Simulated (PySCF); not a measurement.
Geometry:
```json
{"atom": "F1", "x (Å)": "-2.034", "y (Å)": "0.222", "z (Å)": "1.265"}
{"atom": "C2", "x (Å)": "-1.122", "y (Å)": "0.359", "z (Å)": "0.255"}
{"atom": "C3", "x (Å)": "-0.753", "y (Å)": "-0.997", "z (Å)": "-0.353"}
{"atom": "O4", "x (Å)": "0.236", "y (Å)": "-0.788", "z (Å)": "-1.340"}
{"atom": "C5", "x (Å)": "1.375", "y (Å)": "-0.200", "z (Å)": "-0.803"}
{"atom": "O6", "x (Å)": "1.117", "y (Å)": "1.068", "z (Å)": "-0.226"}
{"atom": "C7", "x (Å)": "0.171", "y (Å)": "1.012", "z (Å)": "0.774"}
{"atom": "F8", "x (Å)": "0.653", "y (Å)": "0.273", "z (Å)": "1.834"}
{"atom": "H9", "x (Å)": "-1.563", "y (Å)": "1.017", "z (Å)": "-0.504"}
{"atom": "H10", "x (Å)": "-1.609", "y (Å)": "-1.455", "z (Å)": "-0.849"}
{"atom": "H11", "x (Å)": "-0.383", "y (Å)": "-1.662", "z (Å)": "0.441"}
{"atom": "H12", "x (Å)": "1.832", "y (Å)": "-0.858", "z (Å)": "-0.043"}
{"atom": "H13", "x (Å)": "2.069", "y (Å)": "-0.020", "z (Å)": "-1.624"}
{"atom": "H14", "x (Å)": "0.009", "y (Å)": "2.029", "z (Å)": "1.150"}
```

Geometry: GFN2-xTB; GIAO absolute shieldings from PySCF 2.14, gas phase, non-relativistic, averaged over equivalent atoms.

At PBE0/cc-pVDZ (142 basis functions, 23 s wall time on 1 thread of an Arm Neoverse V1, shared host):
| atoms | σ (ppm) |
| --- | --- |
| F8 | 367.3 |
| F1 | 415.6 |
| C7 | 93.7 |
| C5 | 113.5 |
| C2 | 114.8 |
| C3 | 134.3 |
| O6 | 227.7 |
| O4 | 276.6 |
| H14 | 25.84 |
| H12 | 26.51 |
| H13 | 27.04 |
| H9 | 27.29 |
| H10 | 27.59 |
| H11 | 27.68 |

Task: Predict the values at PBE0/pcSseg-1 on the same geometry.

Result: 
| atoms | σ at PBE0/pcSseg-1 | change |
| --- | --- | --- |
| F8 | 356.1 | -11.2 |
| F1 | 410.1 | -5.5 |
| C7 | 77.6 | -16.1 |
| C5 | 96.6 | -16.9 |
| C2 | 100.3 | -14.5 |
| C3 | 119.2 | -15.1 |
| O6 | 208.4 | -19.3 |
| O4 | 263.4 | -13.2 |
| H14 | 25.64 | -0.20 |
| H12 | 26.38 | -0.13 |
| H13 | 26.73 | -0.31 |
| H9 | 27.04 | -0.25 |
| H10 | 27.40 | -0.19 |
| H11 | 27.51 | -0.17 |

The largest change is at O6 (ether oxygen). Cost: 166 basis functions, 33 s wall time on 1 thread of an Arm Neoverse V1, shared host. The order of the carbon signals is the same at both levels.
